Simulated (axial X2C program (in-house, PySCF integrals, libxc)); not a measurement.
**CrCl⁺: cheaper levels and CCSD(T), with spin–orbit coupling**

Calculated with an in-house all-electron X2C program for linear molecules (integrals from PySCF). Two-component (2c) means X2C with spin–orbit coupling and atomic mean-field two-electron Coulomb and Gaunt terms. Basis: Cr dyall-cv3z [9s10p6d3f2g], Cl dyall-av3z [9s8p3d2f] (cores contracted in-house); Gaussian nuclei, density fitting, unrestricted open shells. Masses: Cr 51.941 u, Cl 34.969 u.

State: Ω = 2 (⟨Sz⟩ = 2.00, ⟨Lz⟩ = 0.00 at HF); fragments Cr+ + Cl.

| level | Re (Å) | ωe (cm⁻¹) | De (eV) |
| --- | --- | --- | --- |
| PBE0 | 2.111 | 494.9 | 2.48 |
| HF | 2.182 | 483.4 | 1.37 |
| MP2 | 2.138 | 492.3 | 2.29 |
| CCSD | 2.138 | 494.0 | 2.16 |

Correlated methods: 12 electrons correlated (number of frozen shells: Cr 3 s, 2 p; Cl 2 s, 1 p), 262 virtual spin orbitals or spinors in MP2, 90 natural virtuals in coupled cluster.

CCSD(T), same Hamiltonian and basis:

Re = 2.135 Å, ωe = 493.1 cm⁻¹, De = 2.28 eV; T1 = 0.020 (Lee–Taylor normalisation).

Give the differences from CCSD(T) in the columns below.



```
level  ΔRe (Å)  Δωe (cm⁻¹)  ΔDe (eV)
 PBE0   -0.024           2      0.20
   HF    0.047         -10     -0.91
  MP2    0.003          -1      0.01
 CCSD    0.003           1     -0.12
```

One determinant describes the state; a PBE0 search over occupations chose it and may have missed a lower one. De is counted from the lowest determinant-based energies of the atoms at the same level, without counterpoise correction. Density functionals use the spin component along the axis (collinear). Coupled cluster ran in a truncated set of natural virtual spinors; the MP2 energy of the rest was added. (T) has no such correction and the atoms are truncated less, which lowers De at CCSD(T) by a hundredth of an eV or more. The 2c atoms are single determinants rather than J levels; their spin–orbit lowering is only partly caught, and De is too large by that part. This holds for PBE0. PBE0 can misorder states that lie within some tenths of an eV, so this need not be the ground state of the molecule. The nearest other spin-free determinant of the search, M_S = 2, Λ = 1, lies 0.14 eV up at the distance of the search. Without a current term, density functionals place determinants with orbital angular momentum somewhat too high. With several unpaired electrons one determinant need not be a pure state. A state of lower Ω lies just above, and one determinant can place such states too high, so the state shown need not be the lowest. The search has Ω = 1 only 0.12 eV up. Open-shell Ω = 0 determinants with evenly filled partner blocks cannot be reached by this program, so the Ω shown need not be the lowest component. The determinant is spin-polarised beyond a pure state at some levels (its spin-free form has ⟨S²⟩ too high), which makes Re and μ there less reliable.
